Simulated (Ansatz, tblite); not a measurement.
Cost and result up the ladder for LaB₆⁺ (the lowest singlet isomer of a short search) (7 atoms). The state is a singlet with charge 1. Geometry: B3LYP-D4/def2-SVP.

```xyz
7

La    1.4574    2.9384    0.8185
B    -0.3312   -1.9329   -0.4859
B     1.4729    0.6819    0.2696
B    -1.2130   -0.2591   -0.1589
B     0.5351   -0.6658   -0.1178
B    -1.8181   -1.6397   -0.5172
B    -0.1031    0.8773    0.1918
```

Ansatz on 4 threads of Intel Xeon on a shared host; xTB runs through tblite on one thread. Times are rough, summed over both states, and most runs start from the orbitals of an earlier one. PBE0-D4/def2-TZVP serves as the yardstick here, not as an exact answer. The other state is a quintet at its own geometry.

In the def2 sets La takes a core potential; there is no spin–orbit coupling. The xTB rows come from tblite. B3LYP takes the VWN-RPA correlation. HSE06 is defined as in plane-wave codes, on full-range PBE exchange. Another isomer (singlet) lies 0.10 eV lower at PBE0-D4/def2-TZVP.

Run but left out: HF/def2-TZVP, MP2/def2-TZVP (singlet: restricted singlet, unstable towards broken spin symmetry).

xTB has no spin-polarisation term.

```
                            level  functions  quintet − singlet (eV)  difference from PBE0-D4/def2-TZVP (eV)
                         GFN1-xTB         33                    1.57                                    0.37
r2SCAN-D4/def2-TZVP (with forces)        226                    1.03                                   -0.17
               B3LYP-D4/def2-TZVP        226                    1.32                                    0.12
                         GFN2-xTB         33                    1.41                                    0.22
               HSE06-D4/def2-TZVP        226                    1.22                                    0.02
                PBE0-D4/def2-TZVP        226                    1.20                                    0.00
                 PBE-D4/def2-TZVP        226                    1.48                                    0.28
```

Estimate how long each takes.

GFN2-xTB 0.066 s; GFN1-xTB 0.091 s; PBE-D4/def2-TZVP 22 s; HSE06-D4/def2-TZVP 33 s; PBE0-D4/def2-TZVP 33 s; B3LYP-D4/def2-TZVP 34 s; r2SCAN-D4/def2-TZVP (with forces) 42 s. On shared hardware such times vary by a factor of up to 3.
